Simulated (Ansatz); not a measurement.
Relaxation of `CC(=O)SCCCCCCCCCCCOc1ccccc1` with RKS PBE-D4/def2-SVP.

```sh
$ ansatz run in.yaml --threads 2 --pin off --events-out ev --progress --plain --max-ram 31744MiB --backend cuda --devices 0, --max-vram 18GiB
```

```yaml
crystal:
  periodic: [false, false, false]
  atoms:
    - {symbol: C, position_ang: [8.102920, -1.689450, -2.060280]}
    - {symbol: C, position_ang: [6.759760, -1.358450, -1.489100]}
    - {symbol: O, position_ang: [5.747020, -1.165860, -2.102430]}
    - {symbol: S, position_ang: [6.781800, -1.270290, 0.284750]}
    - {symbol: C, position_ang: [5.020490, -0.876800, 0.575260]}
    - {symbol: C, position_ang: [4.750750, -0.729610, 2.062490]}
    - {symbol: C, position_ang: [3.267350, -0.522820, 2.372470]}
    - {symbol: C, position_ang: [2.710530, 0.796980, 1.841180]}
    - {symbol: C, position_ang: [1.261730, 1.005830, 2.278760]}
    - {symbol: C, position_ang: [0.682670, 2.359850, 1.864170]}
    - {symbol: C, position_ang: [0.642640, 2.619350, 0.355310]}
    - {symbol: C, position_ang: [-0.099780, 1.569670, -0.474270]}
    - {symbol: C, position_ang: [-1.573630, 1.426410, -0.101910]}
    - {symbol: C, position_ang: [-2.296110, 0.450260, -1.026650]}
    - {symbol: C, position_ang: [-3.766290, 0.305280, -0.648660]}
    - {symbol: O, position_ang: [-4.358730, -0.613160, -1.543180]}
    - {symbol: C, position_ang: [-5.679730, -0.909100, -1.401500]}
    - {symbol: C, position_ang: [-6.515910, -0.378270, -0.425110]}
    - {symbol: C, position_ang: [-7.847930, -0.757120, -0.376930]}
    - {symbol: C, position_ang: [-8.362480, -1.657360, -1.289800]}
    - {symbol: C, position_ang: [-7.530220, -2.186930, -2.264290]}
    - {symbol: C, position_ang: [-6.202600, -1.819170, -2.322810]}
    - {symbol: H, position_ang: [8.823660, -0.935050, -1.754040]}
    - {symbol: H, position_ang: [8.045240, -1.730980, -3.144790]}
    - {symbol: H, position_ang: [8.436950, -2.647890, -1.669980]}
    - {symbol: H, position_ang: [4.441300, -1.691210, 0.139230]}
    - {symbol: H, position_ang: [4.818020, 0.040610, 0.024430]}
    - {symbol: H, position_ang: [5.096170, -1.631980, 2.572600]}
    - {symbol: H, position_ang: [5.327540, 0.112020, 2.451450]}
    - {symbol: H, position_ang: [2.691800, -1.352810, 1.956430]}
    - {symbol: H, position_ang: [3.143090, -0.548270, 3.457580]}
    - {symbol: H, position_ang: [2.763600, 0.801670, 0.752560]}
    - {symbol: H, position_ang: [3.322350, 1.622080, 2.213460]}
    - {symbol: H, position_ang: [0.643410, 0.202450, 1.875340]}
    - {symbol: H, position_ang: [1.210840, 0.935650, 3.368930]}
    - {symbol: H, position_ang: [-0.328110, 2.441390, 2.269320]}
    - {symbol: H, position_ang: [1.278560, 3.151850, 2.325890]}
    - {symbol: H, position_ang: [0.169870, 3.591860, 0.193590]}
    - {symbol: H, position_ang: [1.664890, 2.692970, -0.020390]}
    - {symbol: H, position_ang: [0.393140, 0.601460, -0.375260]}
    - {symbol: H, position_ang: [-0.031400, 1.861340, -1.525450]}
    - {symbol: H, position_ang: [-1.663310, 1.070890, 0.925910]}
    - {symbol: H, position_ang: [-2.058730, 2.403730, -0.158610]}
    - {symbol: H, position_ang: [-1.825600, -0.533220, -0.975570]}
    - {symbol: H, position_ang: [-2.236030, 0.792650, -2.061040]}
    - {symbol: H, position_ang: [-3.854240, -0.060640, 0.384290]}
    - {symbol: H, position_ang: [-4.270330, 1.280050, -0.716380]}
    - {symbol: H, position_ang: [-6.144110, 0.328440, 0.300370]}
    - {symbol: H, position_ang: [-8.486790, -0.339210, 0.387400]}
    - {symbol: H, position_ang: [-9.401860, -1.945690, -1.245540]}
    - {symbol: H, position_ang: [-7.920970, -2.891680, -2.983270]}
    - {symbol: H, position_ang: [-5.543190, -2.221710, -3.075880]}
basis:
  gaussian: {orbitals: def2-SVP, fitting: {mean_field: def2-universal-jkfit}}
hamiltonian: {xc: pbe, dispersion: d4}
scf: {lower_state_search: "off"}
output: {orbitals: {seedname: orbitals}}
relax: {f_tol: 0.03, max_steps: 70}
```

Hardware: 2 threads of AMD EPYC 7R13 on a shared host and a share (18 GiB) of an NVIDIA H100 80GB HBM3. Wall time 2.2 min, peak host memory 0.92 GiB.

Positions (Å) and forces (eV/Å) at steps 1, 2, 3, 4, 5 of 54:

```xyz
52
step=1 energy=-35066.7358 eV
C     8.103   -1.689   -2.060   -0.241    0.047   -0.095
C     6.760   -1.358   -1.489    0.592   -0.092    0.735
O     5.747   -1.166   -2.102   -1.226    0.212   -1.196
S     6.782   -1.270    0.285    0.240   -0.008    0.781
C     5.020   -0.877    0.575    0.628   -0.075    0.343
C     4.751   -0.730    2.062   -0.448   -0.160   -0.367
C     3.267   -0.523    2.372    0.570    0.581   -0.353
C     2.711    0.797    1.841   -0.589   -0.680    0.535
C     1.262    1.006    2.279    0.389    0.725   -0.338
C     0.683    2.360    1.864    0.141   -0.436   -0.419
C     0.643    2.619    0.355   -0.209   -0.513    0.253
C    -0.100    1.570   -0.474   -0.302    0.621    0.569
C    -1.574    1.426   -0.102    0.393   -0.518   -0.730
C    -2.296    0.450   -1.027   -0.597    0.362    0.687
C    -3.766    0.305   -0.649    0.525   -0.204   -0.434
O    -4.359   -0.613   -1.543   -0.112   -0.177   -0.184
C    -5.680   -0.909   -1.401    0.641    0.032   -0.206
C    -6.516   -0.378   -0.425    0.231    0.264    0.236
C    -7.848   -0.757   -0.377   -0.147    0.055    0.120
C    -8.362   -1.657   -1.290   -0.341   -0.084    0.034
C    -7.530   -2.187   -2.264   -0.046   -0.113   -0.125
C    -6.203   -1.819   -2.323    0.208   -0.029   -0.117
H     8.824   -0.935   -1.754    0.529    0.462    0.168
H     8.045   -1.731   -3.145   -0.042   -0.018   -0.645
H     8.437   -2.648   -1.670    0.281   -0.624    0.225
H     4.441   -1.691    0.139   -0.412   -0.367   -0.305
H     4.818    0.041    0.024   -0.244    0.444   -0.378
H     5.096   -1.632    2.573    0.259   -0.448    0.342
H     5.328    0.112    2.451    0.375    0.446    0.309
H     2.692   -1.353    1.956   -0.378   -0.528   -0.161
H     3.143   -0.548    3.458   -0.155   -0.079    0.611
H     2.764    0.802    0.753    0.121    0.107   -0.675
H     3.322    1.622    2.213    0.399    0.533    0.128
H     0.643    0.202    1.875   -0.395   -0.565   -0.161
H     1.211    0.936    3.369   -0.078   -0.149    0.586
H    -0.328    2.441    2.269   -0.564    0.141    0.297
H     1.279    3.152    2.326    0.244    0.466    0.330
H     0.170    3.592    0.194   -0.172    0.579   -0.156
H     1.665    2.693   -0.020    0.589    0.157   -0.254
H     0.393    0.601   -0.375    0.314   -0.626   -0.043
H    -0.031    1.861   -1.525    0.074    0.040   -0.611
H    -1.663    1.071    0.926   -0.101   -0.122    0.669
H    -2.059    2.404   -0.159   -0.291    0.607    0.069
H    -1.826   -0.533   -0.976    0.279   -0.577   -0.040
H    -2.236    0.793   -2.061    0.068    0.146   -0.626
H    -3.854   -0.061    0.384   -0.093   -0.103    0.525
H    -4.270    1.280   -0.716   -0.268    0.464    0.057
H    -6.144    0.328    0.300    0.272    0.464    0.472
H    -8.487   -0.339    0.387   -0.431    0.299    0.530
H    -9.402   -1.946   -1.246   -0.717   -0.198    0.036
H    -7.921   -2.892   -2.983   -0.254   -0.493   -0.512
H    -5.543   -2.222   -3.076    0.490   -0.270   -0.518
52
step=2 energy=-35067.0419 eV
C     8.131   -1.696   -2.087   -0.059    0.009   -0.065
C     6.779   -1.366   -1.504   -0.108    0.025    0.067
O     5.763   -1.171   -2.142   -0.087    0.011   -0.236
S     6.805   -1.287    0.285    0.052    0.004    0.308
C     5.041   -0.898    0.582    0.208   -0.030    0.108
C     4.769   -0.757    2.077   -0.183    0.048   -0.131
C     3.285   -0.527    2.397    0.073    0.162   -0.096
C     2.707    0.793    1.874   -0.119   -0.148    0.127
C     1.254    1.035    2.300    0.153    0.130   -0.090
C     0.678    2.393    1.874    0.131   -0.151   -0.160
C     0.656    2.653    0.359   -0.149   -0.192    0.105
C    -0.088    1.602   -0.477   -0.115    0.129    0.136
C    -1.568    1.433   -0.117    0.081   -0.129   -0.187
C    -2.308    0.452   -1.030   -0.140    0.107    0.183
C    -3.778    0.296   -0.658    0.234    0.010   -0.082
O    -4.372   -0.626   -1.556   -0.020   -0.062   -0.066
C    -5.693   -0.924   -1.414    0.207    0.010   -0.070
C    -6.530   -0.383   -0.425    0.036    0.101    0.109
C    -7.877   -0.762   -0.374   -0.037    0.000    0.016
C    -8.402   -1.673   -1.293   -0.097   -0.019    0.009
C    -7.562   -2.209   -2.279   -0.012   -0.019   -0.015
C    -6.221   -1.841   -2.342    0.041   -0.038   -0.059
H     8.869   -0.936   -1.782    0.159    0.124    0.041
H     8.062   -1.730   -3.185   -0.025    0.001   -0.169
H     8.478   -2.670   -1.705    0.089   -0.173    0.055
H     4.444   -1.713    0.137   -0.126   -0.110   -0.099
H     4.816    0.025    0.023   -0.083    0.126   -0.113
H     5.117   -1.669    2.595    0.055   -0.130    0.103
H     5.365    0.083    2.480    0.137    0.125    0.095
H     2.693   -1.369    1.991   -0.128   -0.178   -0.030
H     3.158   -0.559    3.495   -0.040   -0.041    0.196
H     2.772    0.809    0.771    0.049    0.052   -0.216
H     3.333    1.630    2.238    0.144    0.185    0.025
H     0.624    0.218    1.901   -0.143   -0.178   -0.037
H     1.191    0.957    3.401   -0.040   -0.045    0.186
H    -0.346    2.486    2.279   -0.158    0.032    0.087
H     1.270    3.195    2.354    0.065    0.149    0.104
H     0.190    3.641    0.183   -0.040    0.183   -0.043
H     1.693    2.735   -0.017    0.167    0.037   -0.078
H     0.416    0.622   -0.388    0.118   -0.194   -0.028
H    -0.013    1.885   -1.544    0.033    0.009   -0.192
H    -1.659    1.087    0.929   -0.037   -0.023    0.217
H    -2.063    2.422   -0.163   -0.112    0.195    0.038
H    -1.829   -0.543   -0.986    0.097   -0.178   -0.031
H    -2.248    0.790   -2.080    0.030    0.027   -0.202
H    -3.872   -0.069    0.387   -0.042   -0.036    0.164
H    -4.294    1.277   -0.716   -0.097    0.138    0.021
H    -6.147    0.332    0.308    0.069    0.111    0.109
H    -8.522   -0.334    0.401   -0.111    0.078    0.142
H    -9.456   -1.964   -1.245   -0.184   -0.049    0.009
H    -7.959   -2.924   -3.008   -0.065   -0.131   -0.135
H    -5.551   -2.250   -3.105    0.130   -0.063   -0.130
52
step=3 energy=-35067.0726 eV
C     8.133   -1.690   -2.098    0.021   -0.016   -0.013
C     6.776   -1.364   -1.506   -0.096    0.048   -0.089
O     5.766   -1.165   -2.157    0.082   -0.027    0.033
S     6.798   -1.292    0.293   -0.008   -0.002    0.071
C     5.032   -0.907    0.586    0.006   -0.003   -0.005
C     4.758   -0.760    2.083   -0.005   -0.043    0.025
C     3.276   -0.524    2.409    0.065    0.046   -0.046
C     2.710    0.799    1.880   -0.061   -0.070    0.055
C     1.257    1.035    2.306    0.026    0.071   -0.048
C     0.683    2.393    1.872   -0.047   -0.013    0.003
C     0.657    2.650    0.355    0.033   -0.006   -0.008
C    -0.088    1.601   -0.485   -0.015    0.038    0.058
C    -1.567    1.436   -0.119    0.037   -0.037   -0.053
C    -2.303    0.452   -1.033   -0.060    0.021    0.049
C    -3.770    0.297   -0.657    0.045    0.007   -0.010
O    -4.365   -0.627   -1.557   -0.051   -0.024   -0.010
C    -5.687   -0.925   -1.416    0.016   -0.003   -0.009
C    -6.526   -0.380   -0.422   -0.018    0.000    0.008
C    -7.878   -0.761   -0.371    0.007   -0.003   -0.012
C    -8.406   -1.675   -1.293    0.004   -0.003    0.003
C    -7.563   -2.216   -2.282    0.005    0.012    0.007
C    -6.216   -1.847   -2.347   -0.016   -0.007   -0.004
H     8.882   -0.932   -1.792   -0.006   -0.008   -0.002
H     8.053   -1.712   -3.201   -0.011    0.004    0.015
H     8.488   -2.674   -1.729   -0.001    0.013   -0.006
H     4.429   -1.725    0.138    0.001    0.002    0.007
H     4.795    0.015    0.018    0.004   -0.008   -0.001
H     5.102   -1.678    2.608    0.017   -0.001   -0.007
H     5.369    0.076    2.492   -0.012   -0.011   -0.008
H     2.670   -1.372    2.014    0.009    0.019    0.003
H     3.150   -0.556    3.514    0.002    0.007   -0.013
H     2.783    0.821    0.770   -0.003   -0.003    0.019
H     3.344    1.642    2.241   -0.014   -0.017    0.000
H     0.621    0.209    1.914    0.014    0.009   -0.001
H     1.188    0.957    3.414    0.005    0.003   -0.013
H    -0.345    2.489    2.282   -0.005    0.013    0.000
H     1.271    3.204    2.357   -0.005   -0.009   -0.012
H     0.199    3.648    0.176    0.005   -0.012    0.004
H     1.698    2.732   -0.025    0.004    0.009    0.002
H     0.422    0.614   -0.403   -0.011    0.007    0.004
H    -0.011    1.882   -1.558   -0.002    0.002    0.013
H    -1.661    1.095    0.936    0.001    0.003   -0.014
H    -2.069    2.431   -0.159    0.011   -0.013   -0.003
H    -1.818   -0.547   -0.993   -0.004    0.013    0.001
H    -2.241    0.787   -2.091    0.001   -0.002    0.013
H    -3.868   -0.068    0.394    0.001   -0.001   -0.008
H    -4.294    1.281   -0.710    0.005   -0.008   -0.002
H    -6.139    0.339    0.313   -0.001   -0.007   -0.006
H    -8.525   -0.330    0.409    0.007   -0.002   -0.008
H    -9.466   -1.966   -1.245    0.013    0.002    0.000
H    -7.962   -2.935   -3.014    0.006    0.008    0.006
H    -5.541   -2.258   -3.113   -0.002    0.005    0.011
52
step=4 energy=-35067.0740 eV
C     8.132   -1.686   -2.101    0.016    0.024   -0.005
C     6.777   -1.356   -1.506   -0.042   -0.071   -0.047
O     5.766   -1.162   -2.156    0.038    0.026    0.021
S     6.798   -1.300    0.296   -0.004    0.021    0.021
C     5.032   -0.918    0.588    0.004   -0.004   -0.003
C     4.760   -0.769    2.085   -0.011    0.015    0.000
C     3.279   -0.524    2.411   -0.019   -0.009    0.013
C     2.709    0.797    1.884    0.016    0.018   -0.013
C     1.257    1.043    2.305   -0.004   -0.021    0.016
C     0.682    2.400    1.871    0.018    0.004   -0.002
C     0.661    2.655    0.354   -0.011    0.002    0.001
C    -0.086    1.606   -0.482    0.002   -0.010   -0.016
C    -1.566    1.437   -0.121   -0.004    0.011    0.012
C    -2.305    0.453   -1.031    0.005   -0.005   -0.008
C    -3.771    0.295   -0.657    0.010    0.019    0.020
O    -4.367   -0.630   -1.558   -0.009   -0.009   -0.005
C    -5.688   -0.927   -1.417    0.006    0.003    0.001
C    -6.528   -0.382   -0.423   -0.008   -0.003   -0.002
C    -7.880   -0.763   -0.373    0.005   -0.004   -0.003
C    -8.407   -1.677   -1.294    0.003    0.003   -0.003
C    -7.564   -2.217   -2.283    0.002    0.001    0.006
C    -6.217   -1.849   -2.347   -0.006   -0.002    0.001
H     8.883   -0.929   -1.798   -0.002   -0.006   -0.003
H     8.047   -1.708   -3.204   -0.003    0.004    0.007
H     8.487   -2.670   -1.734   -0.009    0.010   -0.001
H     4.430   -1.737    0.142    0.004    0.002    0.007
H     4.795    0.002    0.018    0.002   -0.008    0.004
H     5.103   -1.687    2.610   -0.010    0.006   -0.003
H     5.374    0.065    2.492   -0.001   -0.006   -0.005
H     2.671   -1.371    2.017    0.002    0.004    0.003
H     3.154   -0.555    3.516    0.001   -0.001   -0.004
H     2.784    0.821    0.775    0.002    0.001    0.003
H     3.344    1.639    2.246   -0.002   -0.003   -0.001
H     0.620    0.218    1.913    0.003    0.005    0.003
H     1.185    0.965    3.413   -0.001    0.000   -0.004
H    -0.348    2.499    2.280    0.011   -0.007   -0.004
H     1.269    3.211    2.356   -0.003   -0.003   -0.002
H     0.203    3.653    0.173    0.002   -0.005   -0.001
H     1.703    2.737   -0.024   -0.010   -0.005    0.002
H     0.424    0.619   -0.399   -0.003    0.007    0.000
H    -0.007    1.884   -1.556   -0.001   -0.002    0.004
H    -1.660    1.098    0.935   -0.001    0.002   -0.005
H    -2.067    2.431   -0.162    0.002   -0.005    0.000
H    -1.819   -0.546   -0.992   -0.001    0.005   -0.001
H    -2.243    0.786   -2.090    0.000   -0.002    0.005
H    -3.870   -0.070    0.393   -0.001   -0.001   -0.008
H    -4.296    1.279   -0.711    0.002   -0.007   -0.002
H    -6.140    0.337    0.312   -0.002   -0.004   -0.005
H    -8.527   -0.331    0.407    0.004   -0.003   -0.005
H    -9.467   -1.969   -1.245    0.007    0.002   -0.001
H    -7.962   -2.937   -3.015    0.003    0.004    0.005
H    -5.542   -2.261   -3.112   -0.003    0.005    0.005
52
step=5 energy=-35067.0741 eV
C     8.132   -1.683   -2.102    0.015    0.012   -0.008
C     6.777   -1.354   -1.507   -0.036   -0.065   -0.014
O     5.768   -1.154   -2.155    0.024    0.029   -0.006
S     6.796   -1.310    0.296   -0.008    0.022    0.016
C     5.030   -0.924    0.587    0.010    0.000   -0.005
C     4.760   -0.771    2.085   -0.013    0.012   -0.002
C     3.280   -0.524    2.412   -0.020   -0.007    0.014
C     2.710    0.798    1.884    0.016    0.016   -0.015
C     1.257    1.044    2.305   -0.004   -0.021    0.017
C     0.682    2.400    1.871    0.018    0.004   -0.002
C     0.661    2.655    0.354   -0.011    0.003    0.000
C    -0.086    1.605   -0.482    0.003   -0.009   -0.017
C    -1.566    1.437   -0.121   -0.004    0.010    0.012
C    -2.305    0.453   -1.030    0.006   -0.004   -0.007
C    -3.771    0.295   -0.657    0.008    0.015    0.016
O    -4.367   -0.630   -1.557   -0.004   -0.005   -0.003
C    -5.688   -0.928   -1.417    0.003    0.002    0.001
C    -6.528   -0.382   -0.423   -0.007   -0.003   -0.002
C    -7.880   -0.763   -0.373    0.004   -0.004   -0.002
C    -8.407   -1.677   -1.295    0.003    0.003   -0.003
C    -7.564   -2.218   -2.283    0.002    0.001    0.006
C    -6.217   -1.850   -2.347   -0.005   -0.001    0.001
H     8.883   -0.923   -1.802   -0.004   -0.001    0.000
H     8.047   -1.709   -3.204   -0.003    0.004    0.004
H     8.489   -2.665   -1.730   -0.004    0.008   -0.003
H     4.425   -1.743    0.145    0.006   -0.002    0.009
H     4.793   -0.005    0.014    0.007   -0.010    0.009
H     5.103   -1.688    2.611   -0.010    0.006   -0.002
H     5.375    0.064    2.489   -0.001   -0.003   -0.006
H     2.671   -1.370    2.020    0.001    0.004    0.003
H     3.156   -0.553    3.517    0.000    0.000   -0.002
H     2.784    0.820    0.775    0.002    0.001    0.002
H     3.345    1.640    2.245   -0.001   -0.002    0.000
H     0.620    0.219    1.914    0.003    0.005    0.002
H     1.186    0.966    3.413   -0.001    0.000   -0.004
H    -0.347    2.500    2.279    0.011   -0.007   -0.004
H     1.270    3.212    2.355   -0.002   -0.003   -0.001
H     0.204    3.653    0.172    0.002   -0.005   -0.001
H     1.703    2.736   -0.025   -0.010   -0.006    0.002
H     0.423    0.619   -0.398   -0.002    0.007    0.000
H    -0.008    1.884   -1.556   -0.001   -0.002    0.004
H    -1.660    1.099    0.935    0.000    0.001   -0.005
H    -2.067    2.432   -0.162    0.002   -0.004   -0.001
H    -1.819   -0.546   -0.991   -0.001    0.005    0.000
H    -2.243    0.786   -2.089   -0.001   -0.002    0.005
H    -3.870   -0.070    0.394    0.000   -0.001   -0.007
H    -4.297    1.279   -0.710    0.002   -0.006   -0.002
H    -6.141    0.337    0.312   -0.002   -0.004   -0.005
H    -8.528   -0.331    0.406    0.004   -0.003   -0.005
H    -9.467   -1.969   -1.246    0.007    0.002   -0.001
H    -7.962   -2.937   -3.015    0.003    0.004    0.005
H    -5.541   -2.261   -3.112   -0.003    0.004    0.006
```

Single mean-field runs in def2-SVP are fitted with def2-universal-jkfit.
